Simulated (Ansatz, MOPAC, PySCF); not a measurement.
Lewis adduct: GaH3 (SMILES [GaH3]) (first 4 atoms) with C2H6O (SMILES COC); geometry from B3LYP-D3(BJ)/def2-TZVP, rigid monomers moved along the line of their centres of mass till Ga1···O6 is 1.95 Å.
(charge 0, multiplicity 1):
```xyz
13

Ga     0.71688     0.24026     0.98544
H      1.97811    -0.69683     1.11976
H     -0.60867    -0.37569     0.37691
H      0.90053     1.80568     0.93433
C     -0.89264     1.01522     3.22088
O      0.18758     0.15119     2.85913
C      0.04352    -1.17225     3.38070
H     -0.96233     1.07615     4.30892
H     -1.83390     0.64350     2.80717
H     -0.66837     1.99424     2.80667
H     -0.01712    -1.13037     4.47019
H      0.92512    -1.73040     3.07801
H     -0.85403    -1.64686     2.97520
```

Counterpoise-corrected where a basis set is named; no monomer relaxation. Rows marked so take none.

Frozen-core correlation. Filled d and f shells under p-block atoms count as core. Rows in 3-21G, 6-31G*, STO-3G carry no dispersion term and start afresh at each structure (6-31G* with six Cartesian d functions); the Pople sets are all-electron and without relativity. The state that AM1, PM3, PM6, PM7 reach isn't checked; PM7 holds dispersion and hydrogen-bond terms.

Programs: Ansatz (Gaussian orbitals); MOPAC for AM1, PM3, PM6, PM7 (differences of heats of formation); PySCF for 3-21G rows, 6-31G* rows, STO-3G rows, the dispersion terms. Values without a source in brackets are computed.

Other levels give for the interaction energy: PBE/def2-TZVPPD -535.2; B3LYP/def2-TZVPPD -484.9; B3LYP-D3(BJ)/def2-TZVPPD -670.0; wB97M-V/def2-TZVPPD -752.0; CCSD(T)/aug-cc-pVDZ -559.7 meV.

What do these common cheap choices give for the same quantity: AM1, PM3, PM6, PM7, HF/STO-3G (no counterpoise), HF/3-21G (no counterpoise), B3LYP/3-21G (no counterpoise), B3LYP/6-31G*?

AM1 -868.1; PM3 -1995.0; PM6 -674.6; PM7 101.4; HF/STO-3G (no counterpoise) -1797.1; HF/3-21G (no counterpoise) -1457.0; B3LYP/3-21G (no counterpoise) -1528.6; B3LYP/6-31G* -488.0 meV. They span -1995.0 to 101.4 meV.

Ansatz is a quantum-chemistry and plane-wave program.
